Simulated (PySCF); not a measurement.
**Working out the ionisation energy of P⁺**

P⁺ [Ne] 3s2 3p2 (3P) → P²⁺ [Ne] 3s2 3p1 (2P). Computed with PySCF 2.14 in x2c-TZVPPall with one added diffuse shell each of s, p, d type (6s6p4d1f, 51 functions), with scalar relativity by spin-free X2C-1e. Frozen: 1s2. Energies in hartree (1 hartree = 27.21139 eV):

```tsv
part	P⁺ (lower)	P²⁺ (upper)
UHF	-341.162664	-340.458913
MP2 opposite-spin	-0.162982	-0.154069
MP2 same-spin	-0.059129	-0.051332
```

Task: What does Hartree-Fock give?

Result: (-340.458913) − (-341.162664) = 0.703751 hartree = 19.150 eV.

Task: What do MP2 and SCS-MP2 (6/5 opposite-spin, 1/3 same-spin) give?

Result: The opposite-spin parts differ by 0.243 eV and the same-spin parts by 0.212 eV. MP2: 19.150 + (0.243) + (0.212) = 19.605 eV. SCS-MP2: 19.150 + 1.2 × (0.243) + (0.212)/3 = 19.512 eV.

A first-order spin-orbit estimate adds -0.007 eV to MP2 (valence and next inner shell), giving 19.598 eV against 19.769 eV (semi-empirical (NIST evaluation); NIST Atomic Spectra Database, ionization energies).

What remains against the reference includes basis incompleteness, the frozen core and correlation beyond second order.
